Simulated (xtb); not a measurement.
Cl2Mg, triplet, geometry from GFN2-xTB (such geometries of metal compounds can be far from the true shape) (a higher spin typed on purpose: for a closed-shell molecule this is an excited state); GFN2-xTB in xtb.

The xtb input:
```
$ xtb mol.xyz --gfn 2 --uhf 2 --acc 0.1 --json

# file mol.xyz
3

Mg     0.00000000     0.00000000     0.00000000
Cl     0.00000000     0.00000000     2.37515771
Cl    -0.00000000    -0.00000000    -2.37515771
```

Problem. What does xtb print? Leave out banner, timings and long lists.

Solution. 
```
   ID    Z sym.   atoms
    1   12 Mg     1
    2   17 Cl     2, 3

           -------------------------------------------------
          |                Calculation Setup                |
           -------------------------------------------------

           -------------------------------------------------
          |                 G F N 2 - x T B                 |
           -------------------------------------------------

          ...................................................
          :                      SETUP                      :
          :.................................................:
          :  # basis functions                  30          :
          :  # atomic orbitals                  27          :
          :  # shells                            9          :
          :  # electrons                        16          :
          :  max. iterations                   250          :
          :  Hamiltonian                  GFN2-xTB          :
          :  restarted?                      false          :
          :  GBSA solvation                  false          :
          :  PC potential                    false          :
          :  electronic temp.          300.0000000     K    :
          :  accuracy                    0.1000000          :
          :  -> integral cutoff          0.3500000E+02      :
          :  -> integral neglect         0.1000000E-08      :
          :  -> SCF convergence          0.1000000E-06 Eh   :
          :  -> wf. convergence          0.1000000E-04 e    :
          :  Broyden damping             0.4000000          :
          :  net charge                          0          :
          :  unpaired electrons                  2          :
          ...................................................

 iter      E             dE          RMSdq      gap      omega  full diag
   1     -9.1183453 -0.911835E+01  0.182E+01    3.71       0.0  T
   2     -9.5773683 -0.459023E+00  0.850E+00    5.17       1.0  T
   3     -9.6175813 -0.402130E-01  0.259E+00    6.97       1.0  T
   4     -9.6245091 -0.692784E-02  0.308E+00    7.07       1.0  T
   5     -9.6289407 -0.443165E-02  0.120E+00    7.22       1.0  T
   6     -9.6317198 -0.277907E-02  0.325E-01    7.30       1.0  T
   7     -9.6318894 -0.169607E-03  0.161E-01    7.29       1.0  T
   8     -9.6319486 -0.591272E-04  0.518E-02    7.27       1.1  T
   9     -9.6319457  0.282081E-05  0.697E-02    7.27       1.0  T
  10     -9.6319410  0.471552E-05  0.686E-02    7.28       1.0  T
  11     -9.6319491 -0.809317E-05  0.327E-02    7.28       1.8  T
  12     -9.6319501 -0.955880E-06  0.120E-02    7.28       4.8  T
  13     -9.6319502 -0.156521E-06  0.495E-03    7.28      11.7  T
  14     -9.6319502 -0.218322E-07  0.419E-04    7.28     137.9  T
  15     -9.6319502 -0.152768E-09  0.173E-04    7.28     332.9  T
  16     -9.6319502 -0.310756E-10  0.111E-06    7.28   52225.4  T
  17     -9.6319502  0.124345E-13  0.239E-07    7.28  100000.0  T

   *** convergence criteria satisfied after 17 iterations ***

 transition dipole moment (au) for excitation:           8           9
     X       Y       Z
   0.0000  -0.0000   0.0000  total (au/Debye):    0.000   0.000
 dE (eV)             :    3.410
 oscillator strength :  0.26699E-21

         :::::::::::::::::::::::::::::::::::::::::::::::::::::
         ::                     SUMMARY                     ::
         :::::::::::::::::::::::::::::::::::::::::::::::::::::
         :: total energy              -9.630448884520 Eh    ::
         :: gradient norm              0.000006249342 Eh/a0 ::
         :: HOMO-LUMO gap              7.278607167039 eV    ::
         ::.................................................::
         :: SCC energy                -9.631950477346 Eh    ::
         :: -> isotropic ES            0.036222479181 Eh    ::
         :: -> anisotropic ES          0.001206213626 Eh    ::
         :: -> anisotropic XC         -0.000144628619 Eh    ::
         :: -> dispersion             -0.001399011708 Eh    ::
         :: repulsion energy           0.001501592826 Eh    ::
         :: add. restraining           0.000000000000 Eh    ::
         :: total charge               0.000000000008 e     ::
         :::::::::::::::::::::::::::::::::::::::::::::::::::::

           -------------------------------------------------
          |                Property Printout                |
           -------------------------------------------------

    * Orbital Energies and Occupations

         #    Occupation            Energy/Eh            Energy/eV
      -------------------------------------------------------------
         1        2.0000           -1.0663208             -29.0161
         2        2.0000           -1.0525955             -28.6426
         3        2.0000           -0.4642056             -12.6317
         4        1.9977           -0.4452271             -12.1152
         5        1.9977           -0.4452271             -12.1152
         6        1.8548           -0.4411361             -12.0039
         7        1.5749           -0.4397390             -11.9659
         8        1.5749           -0.4397390             -11.9659
         9        1.0000           -0.3144330              -8.5562 (HOMO)
        10                         -0.0469491              -1.2776 (LUMO)
        11                         -0.0469491              -1.2776
        12                         -0.0340772              -0.9273
        13                         -0.0340772              -0.9273
        14                         -0.0058377              -0.1589
        15                         -0.0058377              -0.1589
        16                          0.0152434               0.4148
        17                          0.0163516               0.4450
        18                          0.0166453               0.4529
        19                          0.0166453               0.4529
        20                          0.0171921               0.4678
       ...                                ...                  ...
        27                          0.6118722              16.6499
      -------------------------------------------------------------
                  HL-Gap            0.2674839 Eh            7.2786 eV
             Fermi-level           -0.3100717 Eh           -8.4375 eV

     #   Z          covCN         q      C6AA      α(0)
     1  12 Mg       1.445     0.331   128.883    28.164
     2  17 Cl       0.722    -0.165   104.037    15.601
     3  17 Cl       0.722    -0.165   104.037    15.601

 Mol. C6AA /au·bohr⁶  :        954.208309
 Mol. C8AA /au·bohr⁸  :      53910.984869
 Mol. α(0) /au        :         59.365933

Wiberg/Mayer (AO) data.
largest (>0.10) Wiberg bond orders for each atom

 ---------------------------------------------------------------------------
     #   Z sym  total        # sym  WBO       # sym  WBO       # sym  WBO
 ---------------------------------------------------------------------------
     1  12 Mg   1.178 --     3 Cl   0.589     2 Cl   0.589
     2  17 Cl   0.748 --     1 Mg   0.589     3 Cl   0.159
     3  17 Cl   0.748 --     1 Mg   0.589     2 Cl   0.159
 ---------------------------------------------------------------------------

Topologies differ in total number of bonds
Writing topology from bond orders to xtbtopo.mol

molecular dipole:
                 x           y           z       tot (Debye)
 q only:        0.000       0.000      -0.000
   full:       -0.000      -0.000       0.000       0.000
molecular quadrupole (traceless):
                xx          xy          yy          xz          yz          zz
 q only:        3.333       0.000       3.333       0.000       0.000      -6.666
  q+dip:        3.621       0.000       3.621       0.000       0.000      -7.242
   full:        4.438       0.000       4.438      -0.000       0.000      -8.877

           -------------------------------------------------
          | TOTAL ENERGY               -9.630448884520 Eh   |
          | GRADIENT NORM               0.000006249342 Eh/α |
          | HOMO-LUMO GAP               7.278607167039 eV   |
           -------------------------------------------------

normal termination of xtb
```
